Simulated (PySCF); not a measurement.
## How methods differ on the ionisation energy of Tb³⁷⁺

Tb³⁷⁺ [Ar] 3d10 (1S) → Tb³⁸⁺ [Ar] 3d9 (2D), as a difference of total energies. All numbers are calculated (PySCF 2.14, the spin-free X2C one-electron Hamiltonian (Gaussian nucleus), in an even-tempered Gaussian basis (18 s from 6.6 bohr⁻², ratio 2.5; 13 p from 8.6 bohr⁻², ratio 2.5; 8 d from 8.6 bohr⁻², ratio 2.5; 4 f from 38 bohr⁻², ratio 2.7; 3 g from 58 bohr⁻², ratio 2.7)). Correlated levels: outer shells: [Ne] frozen; virtual orbitals above 40 to 60 times the deepest correlated orbital energy dropped. The calculations carry no spin-orbit coupling.

```json
{"method": "UHF", "ionisation energy (eV)": "2766.0"}
{"method": "LDA", "ionisation energy (eV)": "2764.4"}
{"method": "PBE", "ionisation energy (eV)": "2763.6"}
{"method": "PBE0", "ionisation energy (eV)": "2764.8"}
{"method": "r2SCAN", "ionisation energy (eV)": "2765.2"}
{"method": "TPSSh", "ionisation energy (eV)": "2763.3"}
{"method": "MP2 (outer shells)", "ionisation energy (eV)": "2767.6"}
```

Estimate what SCS-MP2 (outer shells) gives.

2767.3 eV, closest to MP2 (outer shells) among the rows shown.

Estimate what MN15 gives.

2761.6 eV, closest to TPSSh among the rows shown.

A first-order spin-orbit estimate (lowest level to lowest level, LS coupling) adds -14.022 eV.

Breit and QED terms and the two-electron picture change are absent.

For comparison: 2750 ± 4 eV (theoretical estimate listed by NIST; NIST Atomic Spectra Database, ionization energies).
